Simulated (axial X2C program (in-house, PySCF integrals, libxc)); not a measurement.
**HfP⁺: from Re and ωe to a spectrum**

A bond curve at the r2SCAN0 level, 2c, was computed with an in-house all-electron X2C program for linear molecules (integrals from PySCF) (basis Hf dyall-cv3z [13s14p9d7f4g], P dyall-v3z [8s7p2d1f] (cores contracted in-house)) for the state Ω = 0 (closed shell). Its fit gives Re = 2.1585 Å, ωe = 543.4 cm⁻¹, ωexe = 1.08 cm⁻¹ and αe = 3.737e-04 cm⁻¹; the masses are 179.9465 and 30.9738 u. Two-component means X2C with spin–orbit coupling and atomic mean-field Coulomb and Gaunt terms.

Question: Find the reduced mass, Be and the force constant.

Answer: From the r2SCAN0 values: μ = 26.4253 u. Be = 16.8576/(μ Re²) = 0.1369 cm⁻¹. k = 5.8918×10⁻⁷ μ ωe² = 4.6 mdyn/Å.

Question: Give B0, the J = 1←0 line in GHz and the most populated J at 300 K (kT = 208.5 cm⁻¹).

Answer: B0 = Be − αe/2 = 0.1367 cm⁻¹; 2B0 = 8.198 GHz; J(max) ≈ √(kT/2B0) − 1/2 = 27.1, so J = 27.

Question: Where do the fundamental and the first overtone lie?

Answer: ν(1←0) = ωe − 2ωexe = 541.2 cm⁻¹; ν(2←0) = 2ωe − 6ωexe = 1080.3 cm⁻¹.

Question: A Morse curve ties αe to the other constants (Pekeris). How well does that hold?

Answer: αe(Morse) = 6Be²/ωe × (√(ωexe/Be) − 1) = 3.744e-04 cm⁻¹; the r2SCAN0 curve gives 3.737e-04 cm⁻¹, a ratio of 1.00.

Question: Estimate the centrifugal constant by the Kratzer relation.

Answer: D = 4Be³/ωe² = 3.48e-08 cm⁻¹.

The state is one determinant whose occupation by symmetry is held fixed; it was picked as the lowest of a PBE0 search that is not exhaustive.
